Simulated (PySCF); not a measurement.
PySCF job for InI, SMILES [In][I] (connectivity only; charge and spin as stated), neutral, multiplicity 1, TDA-B3LYP/def2-TZVPD. Geometry: r2SCAN-D4/def2-TZVP. The def2 effective core potentials stand for the cores of I, In; spin–orbit coupling is left out.

```python
import numpy as np
from pyscf import gto, scf, dft, tdscf

mol = gto.M(
    atom='''
    In    0.00000000    0.00000000   -1.43790235
    I     0.00000000    0.00000000    1.32938142
    ''',
    basis='def2-TZVPD',
    ecp={'I': 'def2-tzvp', 'In': 'def2-tzvp'},
    charge=0,
    spin=0,
    symmetry=True,
    symmetry_subgroup='C2v',
    max_memory=1600,
    verbose=4,
)
mf = dft.RKS(mol, xc='b3lyp').density_fit(auxbasis='def2-universal-jkfit')
mf.grids.level = 3
mf.conv_tol = 1e-9
mf.max_cycle = 100
mf.kernel()
mf.grids = dft.Grids(mol).set(level=1).build(with_non0tab=True)  # coarser grid for the response kernel
td = tdscf.TDA(mf)
td.singlet = True
td.nstates = 10
td.conv_tol = 1e-4
td.kernel(x0=td.get_init_guess(mf, 15))
td.analyze()
tt = tdscf.TDA(mf)
tt.singlet = False
tt.nstates = 4
tt.conv_tol = 1e-4
tt.kernel(x0=tt.get_init_guess(mf, 9))
tt.analyze(verbose=3)
```

Program output:

```
PySCF version 2.14.0

[INPUT] verbose = 4
[INPUT] num. atoms = 2
[INPUT] num. electrons = 46
[INPUT] charge = 0
[INPUT] spin (= nelec alpha-beta = 2S) = 0
[INPUT] symmetry True subgroup C2v
[INPUT] Mole.unit = angstrom
[INPUT] Symbol           X                Y                Z      unit          X                Y                Z       unit  Magmom
[INPUT]  1 In     0.000000000000   0.000000000000  -1.437902350000 AA    0.000000000000   0.000000000000  -2.717241635368 Bohr   0.0
[INPUT]  2 I      0.000000000000   0.000000000000   1.329381420000 AA    0.000000000000   0.000000000000   2.512166798885 Bohr   0.0

nuclear repulsion = 100.393764725112
point group symmetry = Coov, use subgroup C2v
symmetry origin: [0.00000000e+00 0.00000000e+00 2.03793994e-09]
symmetry axis x: [1. 0. 0.]
symmetry axis y: [0. 1. 0.]
symmetry axis z: [0. 0. 1.]
num. orbitals of irrep A1 = 49
num. orbitals of irrep A2 = 12
num. orbitals of irrep B1 = 27
num. orbitals of irrep B2 = 27
number of shells = 37
number of NR pGTOs = 201
number of NR cGTOs = 115
basis = def2-TZVPD
ecp = {'I': 'def2-tzvp', 'In': 'def2-tzvp'}


[settings echo left out]
init E= -412.935620343653
HOMO (A1) = -1.09654383832676  LUMO (B2) = -0.772067265804287  gap/eV = 8.82946
cycle= 1 E= -485.603590458709  delta_E= -72.7  |g|= 3.88  |ddm|= 48.4
HOMO (A1) = -0.0264545255462423  LUMO (A1) = 0.017645221825191  gap/eV = 1.20002
cycle= 2 E= -480.743885884418  delta_E= 4.86  |g|= 4.95  |ddm|= 12.6
HOMO (A1) = -0.265219021070191  LUMO (A1) = -0.139769924296863  gap/eV = 3.41364
cycle= 3 E= -487.436569549861  delta_E= -6.69  |g|= 1.28  |ddm|= 7.41
HOMO (B1) = -0.227819455418905  LUMO (B1) = -0.120655477212259  gap/eV = 2.91608
cycle= 4 E= -487.997566464853  delta_E= -0.561  |g|= 0.667  |ddm|= 3.59
HOMO (A1) = -0.225212641768093  LUMO (B1) = -0.0772532079105721  gap/eV = 4.02618
cycle= 5 E= -488.087466968901  delta_E= -0.0899  |g|= 0.204  |ddm|= 1.13
HOMO (A1) = -0.238932580052054  LUMO (B2) = -0.0835091053893739  gap/eV = 4.22929
cycle= 6 E= -488.093556069231  delta_E= -0.00609  |g|= 0.0919  |ddm|= 0.283
HOMO (A1) = -0.246849321311521  LUMO (B2) = -0.0799520909828333  gap/eV = 4.54150
cycle= 7 E= -488.0955686214  delta_E= -0.00201  |g|= 0.0348  |ddm|= 0.151
HOMO (A1) = -0.245514374149129  LUMO (B2) = -0.0815464978186204  gap/eV = 4.46179
cycle= 8 E= -488.095979706313  delta_E= -0.000411  |g|= 0.00329  |ddm|= 0.0518
HOMO (A1) = -0.245126323938958  LUMO (B2) = -0.081507427880168  gap/eV = 4.45230
cycle= 9 E= -488.09598186721  delta_E= -2.16e-06  |g|= 0.00123  |ddm|= 0.00866
HOMO (A1) = -0.245164107059435  LUMO (B2) = -0.0814616133910526  gap/eV = 4.45457
cycle= 10 E= -488.095982221556  delta_E= -3.54e-07  |g|= 0.000242  |ddm|= 0.00198
HOMO (A1) = -0.245162209996288  LUMO (B2) = -0.0814792921099654  gap/eV = 4.45404
cycle= 11 E= -488.095982240891  delta_E= -1.93e-08  |g|= 2.1e-05  |ddm|= 0.000473
HOMO (A1) = -0.245158907417045  LUMO (B2) = -0.0814752802386387  gap/eV = 4.45406
cycle= 12 E= -488.095982241015  delta_E= -1.25e-10  |g|= 7.27e-06  |ddm|= 4.78e-05
HOMO (A1) = -0.245158602087264  LUMO (B2) = -0.0814765389151804  gap/eV = 4.45402
Extra cycle  E= -488.095982240993  delta_E= 2.19e-11  |g|= 1.18e-05  |ddm|= 3.32e-05
converged SCF energy = -488.095982240993
tot grids = 16112


******** <class 'pyscf.tdscf.rks.TDA'> for <class 'pyscf.df.df_jk.DFSymAdaptedRKS'> ********
nstates = 10 singlet
deg_eia_thresh = 1.000e-03
wfnsym = None
conv_tol = 0.0001
eigh lindep = 1e-12
eigh level_shift = 0
eigh max_cycle = 100


Excitation energies (eV)
[3.76717584 3.76717587 3.80699832 3.86848368 3.86849326 4.40973315
 5.4716017  5.4716017  5.9481628  6.08213207]

** Singlet excitation energies and oscillator strengths **
Excited State   1:   B2      3.76718 eV    329.12 nm  f=0.0412
      23 -> 25       -0.69997
Excited State   2:   B1      3.76718 eV    329.12 nm  f=0.0412
      23 -> 24        0.69997
Excited State   3:   A2      3.80700 eV    325.67 nm  f=0.0000
      21 -> 25       -0.49940
      22 -> 24        0.49940
Excited State   4:   A1      3.86848 eV    320.50 nm  f=0.0000
      21 -> 24        0.49950
      22 -> 25       -0.49950
Excited State   5:   A2      3.86849 eV    320.50 nm  f=0.0000
      21 -> 25       -0.49950
      22 -> 24       -0.49950
Excited State   6:   A1      4.40973 eV    281.16 nm  f=0.0198
      21 -> 24        0.45086
      22 -> 25        0.45086
      23 -> 26        0.28508
Excited State   7:   B1      5.47160 eV    226.60 nm  f=0.0175
      21 -> 26       -0.70139
Excited State   8:   B2      5.47160 eV    226.60 nm  f=0.0175
      22 -> 26        0.70139
Excited State   9:   A1      5.94816 eV    208.44 nm  f=0.1307
      23 -> 26        0.16998
      23 -> 27       -0.67520
Excited State  10:   A1      6.08213 eV    203.85 nm  f=1.1973
      21 -> 24        0.15271
      22 -> 25        0.15271
      23 -> 26       -0.57167
      23 -> 27       -0.19614
      23 -> 30        0.14417
      23 -> 35       -0.21217

** Transition electric dipole moments (AU) **
state          X           Y           Z        Dip. S.      Osc.
  1         0.0000     -0.6683      0.0000      0.4466      0.0412
  2         0.6683      0.0000     -0.0000      0.4466      0.0412
  3        -0.0000     -0.0000     -0.0000      0.0000      0.0000
  4         0.0000     -0.0000     -0.0000      0.0000      0.0000
  5         0.0000     -0.0000      0.0000      0.0000      0.0000
  6         0.0000      0.0000     -0.4278      0.1830      0.0198
  7        -0.3614      0.0000      0.0000      0.1306      0.0175
  8        -0.0000      0.3614      0.0000      0.1306      0.0175
  9        -0.0000      0.0000      0.9471      0.8971      0.1307
 10         0.0000      0.0000     -2.8346      8.0352      1.1973

WARN: ECP detected. Skipping calculation of transition velocity and magnetic dipole moments, which have not yet been implemented.



******** <class 'pyscf.tdscf.rks.TDA'> for <class 'pyscf.df.df_jk.DFSymAdaptedRKS'> ********
nstates = 4 triplet
deg_eia_thresh = 1.000e-03
wfnsym = None
conv_tol = 0.0001
eigh lindep = 1e-12
eigh level_shift = 0
eigh max_cycle = 100


Excitation energies (eV)
[3.04913021 3.04913021 3.6017769  3.68715642]

** Triplet excitation energies and oscillator strengths **
Excited State   1:   B2      3.04913 eV    406.62 nm  f=0.0000
Excited State   2:   B1      3.04913 eV    406.62 nm  f=0.0000
Excited State   3:   A1      3.60178 eV    344.23 nm  f=0.0000
Excited State   4:   A1      3.68716 eV    336.26 nm  f=0.0000
```

Self-consistency was reached.
